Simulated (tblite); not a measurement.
Species: C₁₀H₁₁O (charge +1).
Numbering: `[CH2:1]=[C:2]([c:3]1[cH:4][cH:5][cH:6][cH:7][o+:8]1)[CH:9]1[CH2:10][CH2:11]1` (hydrogens: H12, H13 on C1; H14 on C4; H15 on C5; H16 on C6; H17 on C7; H18 on C9; H19, H20 on C10; H21, H22 on C11)

Cartesian coordinates in Å at the GFN2-xTB level; atoms count from 1:
```
atom  x, y, z in Å
C1     0.7436    1.3328    1.7031
C2     0.5746    0.3699    0.7821
C3    -0.7587    0.0483    0.2976
C4    -1.0116   -0.8528   -0.7456
C5    -2.3156   -1.0959   -1.1287
C6    -3.3600   -0.4377   -0.4626
C7    -3.0245    0.4285    0.5434
O8    -1.7782    0.6510    0.8964
C9     1.7014   -0.4203    0.2139
C10    2.2369   -0.0852   -1.1553
C11    3.0664    0.1802    0.0600
H12   -0.0789    1.9063    2.0961
H13    1.7225    1.5658    2.0835
H14   -0.1835   -1.3326   -1.2406
H15   -2.5331   -1.7832   -1.9322
H16   -4.3912   -0.6004   -0.7278
H17   -3.7420    0.9940    1.1244
H18    1.6546   -1.4722    0.4734
H19    1.8145    0.7643   -1.6703
H20    2.5162   -0.8963   -1.8096
H21    3.2181    1.2078    0.3481
H22    3.9180   -0.4528    0.2498
```

Level: GFN2-xTB in tblite, geometry and Hessian alike; calculated harmonic values, unscaled, isolated species. This tight-binding method is rough: wavenumbers can miss measured ones by several per cent, in bad cases by 10 to 20. One conformer, not necessarily the lowest.

Harmonic wavenumbers (cm⁻¹): 26.6, 65.3, 124.7, 141.1, 228.2, 280.6, 335.5, 356.7, 376.3, 442.8, 546.7, 588.4, 592.8, 623.5, 725.9, 743.7, 787.9, 805.1, 852.1, 867.5, 886.5, 913.2, 928.9, 944.7, 965.3, 991.8, 1003.8, 1055.2, 1069.0, 1075.2, 1085.5, 1090.7, 1093.8, 1122.5, 1149.2, 1153.5, 1206.2, 1232.6, 1238.8, 1279.1, 1345.8, 1362.4, 1385.6, 1408.9, 1430.5, 1479.6, 1485.3, 1561.2, 1611.5, 3033.3, 3071.7, 3096.0, 3101.6, 3107.0, 3112.1, 3115.4, 3126.6, 3129.6, 3129.9, 3152.7.

A = 2581, B = 743.6, C = 596.7 MHz; mass 147.081 u (most abundant isotopes); point group C1, symmetry number 1.

Problem. Zero-point energy?

Solution. ½Σν̃ = 39122 cm⁻¹ = 111.86 kcal/mol.

Problem. Give the ideal-gas entropy at 298.15 K and 1 bar in the rigid-rotor, harmonic-oscillator model (classical rotation).

Solution. Translation 40.89, rotation 30.02, vibration 28.68: S = 99.6 cal/(mol K).

Problem. And Cp and H(298.15 K) − H(0)?

Solution. Cp = 40.67 cal/(mol K), of which vibrations give 32.72 (their classical limit is 60 R = 119.2); H(298.15 K) − H(0) = 6.85 kcal/mol without the zero-point energy, 4.48 from vibrations.

Problem. How do the functions run with temperature in this model?

Solution. 
```csv
T (K),S (cal/(mol K)),Cp (cal/(mol K)),H − H(0) (kcal/mol),G − H(0) (kcal/mol),ln q(vib)
50,60.8,12.9,0.52,-2.52,0.84
100,71.1,17.4,1.27,-5.83,2.04
373.15,109.8,50.7,10.29,-30.69,8.81
500,126.8,65.2,17.68,-45.70,12.25
750,157.2,84.3,36.58,-81.29,19.17
1000,183.2,96.1,59.24,-123.91,25.83
```

q(vib) and H(0) count from the zero-point level.

Problem. Which modes carry the vibrational entropy at 298.15 K?

Solution. 26.6 cm⁻¹: 6.07; 65.3 cm⁻¹: 4.29; 124.7 cm⁻¹: 3.03; 141.1 cm⁻¹: 2.79; 228.2 cm⁻¹: 1.89; 280.6 cm⁻¹: 1.53 cal/(mol K); the other 54 give 9.08 together.

Problem. Blend soft modes into free rotors: weight 1/[1 + (100 cm⁻¹/ν̃)⁴] for the oscillator and the rest for a rotor with moment μB/(μ + B), μ = h/(8π²ν), B = 10⁻⁴⁴ kg m². What vibrational entropy results?

Solution. 25.79 cal/(mol K) in place of 28.68, which changes −T·S at 298.15 K by +0.86 kcal/mol.

Problem. What must be added to the electronic energy to get the Gibbs energy at 298.15 K and 1 bar?

Solution. ZPE + [H(298.15 K) − H(0)] − T·S = 111.86 + 6.85 − 29.69 = 89.02 kcal/mol.

Hindered rotation and anharmonicity are outside this model. Other conformers, if any are populated, would add a mixing term that is left out. The structure is chiral; the term R ln 2 for an equal mix with its mirror image is left out.

Hardware: Arm Neoverse V2, one thread, no GPU, on a shared host. Cost: 0.82 s of wall time. This covers the Hessian and the dipole derivatives.
